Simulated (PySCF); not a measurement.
H2BrF2GeN, singlet, at a GFN2-xTB geometry, atoms displaced at random by about 0.03 Å a coordinate; PySCF with B3LYP/STO-3G, gradient.

The PySCF input:
```python
from pyscf import gto, scf, dft

mol = gto.Mole()
mol.atom = '''
    N     2.182802    0.120055    0.473742
    Ge    0.361619    0.442668    0.329551
    F    -0.243918    0.725908    1.857312
    F     0.230884    1.843910   -0.466177
    Br   -0.957354   -1.069331   -0.786560
    H     2.452354   -0.579987    1.085436
    H     2.742822    0.174539   -0.398348
'''
mol.basis = 'sto-3g'
mol.charge = 0
mol.spin = 0
mol.verbose = 4
mol.build()

mf = dft.RKS(mol)
mf.xc = 'b3lyp'
mf.grids.level = 0
mf.kernel()
g = mf.nuc_grad_method()
g.grid_response = True
grad = g.kernel()
```

What the program printed (banner, timings and long lists left out):

```
PySCF version 2.14.0

[INPUT] verbose = 4
[INPUT] num. atoms = 7
[INPUT] num. electrons = 94
[INPUT] charge = 0
[INPUT] spin (= nelec alpha-beta = 2S) = 0
[INPUT] symmetry False subgroup None
[INPUT] Mole.unit = angstrom
[INPUT] Symbol           X                Y                Z      unit          X                Y                Z       unit  Magmom
[INPUT]  1 N      2.182802000000   0.120055000000   0.473742000000 AA    4.124897964153   0.226871069885   0.895242633704 Bohr   0.0
[INPUT]  2 Ge     0.361619000000   0.442668000000   0.329551000000 AA    0.683360871439   0.836521284109   0.622761134077 Bohr   0.0
[INPUT]  3 F     -0.243918000000   0.725908000000   1.857312000000 AA   -0.460938216852   1.371767311631   3.509811007868 Bohr   0.0
[INPUT]  4 F      0.230884000000   1.843910000000  -0.466177000000 AA    0.436307526544   3.484484898347  -0.880946855571 Bohr   0.0
[INPUT]  5 Br    -0.957354000000  -1.069331000000  -0.786560000000 AA   -1.809136864257  -2.020742726507  -1.486382980538 Bohr   0.0
[INPUT]  6 H      2.452354000000  -0.579987000000   1.085436000000 AA    4.634277420482  -1.096016585808   2.051176765743 Bohr   0.0
[INPUT]  7 H      2.742822000000   0.174539000000  -0.398348000000 AA    5.183182388432   0.329830908055  -0.752768622268 Bohr   0.0

nuclear repulsion = 724.029699783062
number of shells = 27
number of NR pGTOs = 159
number of NR cGTOs = 53
basis = sto-3g
ecp = {}

******** <class 'pyscf.dft.rks.RKS'> ********
method = RKS
initial guess = minao
damping factor = 0
level_shift factor = 0
DIIS = <class 'pyscf.scf.diis.CDIIS'>
diis_start_cycle = 1
diis_space = 8
diis_damp = 0
SCF conv_tol = 1e-09
SCF conv_tol_grad = None
SCF max_cycles = 50
direct_scf = True
direct_scf_tol = 1e-13
XC library pyscf.dft.libxc version 7.1.2
    S. Lehtola, C. Steigemann, M. J. T. Oliveira, and M. A. L. Marques,  SoftwareX 7, 1–5 (2018)
XC functionals = b3lyp
    P. J. Stephens, F. J. Devlin, C. F. Chabalowski, and M. J. Frisch,  J. Phys. Chem. 98, 11623 (1994)
radial grids:
    Treutler-Ahlrichs [JCP 102, 346 (1995); DOI:10.1063/1.469408] (M4) radial grids

becke partition: Becke, JCP 88, 2547 (1988); DOI:10.1063/1.454033
pruning grids: <function nwchem_prune>
grids dens level: 0
symmetrized grids: False
atomic radii adjust function: <function treutler_atomic_radii_adjust>
small_rho_cutoff = 0
Set gradient conv threshold to 3.16228e-05
Initial guess from minao.
tot grids = 9376
init E= -4845.72679062576
  HOMO = -0.572205515312185  LUMO = -0.397635265431151  gap/eV = 4.75030
cycle= 1 E= -4851.00895571573  delta_E= -5.28  |g|= 0.488  |ddm|= 3.33
  HOMO = -0.116718856977467  LUMO = 0.137137896583788  gap/eV = 6.90779
cycle= 2 E= -4851.08704768647  delta_E= -0.0781  |g|= 0.281  |ddm|= 1.43
  HOMO = -0.136751977938384  LUMO = 0.129011359121072  gap/eV = 7.23179
cycle= 3 E= -4851.11413736733  delta_E= -0.0271  |g|= 0.0972  |ddm|= 0.666
  HOMO = -0.147285365424738  LUMO = 0.118328635530984  gap/eV = 7.22773
cycle= 4 E= -4851.11798071005  delta_E= -0.00384  |g|= 0.0113  |ddm|= 0.199
  HOMO = -0.144977017457017  LUMO = 0.117989053894116  gap/eV = 7.15567
cycle= 5 E= -4851.11802511603  delta_E= -4.44e-05  |g|= 0.00346  |ddm|= 0.0251
  HOMO = -0.146098044265542  LUMO = 0.118002721995713  gap/eV = 7.18655
cycle= 6 E= -4851.1180294266  delta_E= -4.31e-06  |g|= 0.00088  |ddm|= 0.00832
  HOMO = -0.145928546308036  LUMO = 0.11804587647895  gap/eV = 7.18311
cycle= 7 E= -4851.11802982729  delta_E= -4.01e-07  |g|= 0.000111  |ddm|= 0.00234
  HOMO = -0.145914889393875  LUMO = 0.118041923252089  gap/eV = 7.18263
cycle= 8 E= -4851.1180298311  delta_E= -3.81e-09  |g|= 5.76e-05  |ddm|= 0.000283
  HOMO = -0.145923189507164  LUMO = 0.118038948367811  gap/eV = 7.18278
cycle= 9 E= -4851.11802983239  delta_E= -1.28e-09  |g|= 6.22e-06  |ddm|= 0.000114
  HOMO = -0.145922028361799  LUMO = 0.118038520171319  gap/eV = 7.18273
cycle= 10 E= -4851.1180298324  delta_E= -1.91e-11  |g|= 3.66e-07  |ddm|= 1.43e-05
  HOMO = -0.14592208907973  LUMO = 0.118038589560762  gap/eV = 7.18274
Extra cycle  E= -4851.11802983241  delta_E= -1.82e-12  |g|= 1.99e-07  |ddm|= 1.75e-06
converged SCF energy = -4851.11802983241

******** <class 'pyscf.grad.rks.Gradients'> for <class 'pyscf.dft.rks.RKS'> ********
unit = Eh/Bohr
grid_response = True
--------------- RKS gradients ---------------
         x                y                z
0 N     0.0867436341    -0.0795932781     0.0530228337
1 Ge    -0.0490909996     0.0323761549    -0.0087122524
2 F     0.0034026046     0.0032279896    -0.0108390846
3 F    -0.0042988002    -0.0319654098     0.0162612915
4 Br    -0.0010501791     0.0007223414     0.0015576386
5 H    -0.0329335451     0.0670590464    -0.0484817349
6 H    -0.0027727147     0.0081731555    -0.0028086919
----------------------------------------------
```
